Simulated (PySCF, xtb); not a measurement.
Sb(Cl)(TeH)2 (ClH2SbTe2), SMILES [TeH][Sb]([TeH])[Cl].

GFN2-xTB in xtb at its own geometry gives an orbital gap of 3.58 eV and a dipole moment of 2.67 D.

Geometry: PBE0-D3(BJ)/def2-SVP. The geometry has at least one imaginary mode, so it is a saddle point at that level. The structure was generated by enumeration; whether it is a known compound was not checked. The def2 effective core potentials stand for the cores of Sb, Te; spin–orbit coupling is left out.

What does PBE/def2-TZVP run with PySCF give? (The exact figures need the calculation; the answer reports its results.)

gap 2.96 eV (levels -5.65 and -2.70 eV), dipole 2.10 D.
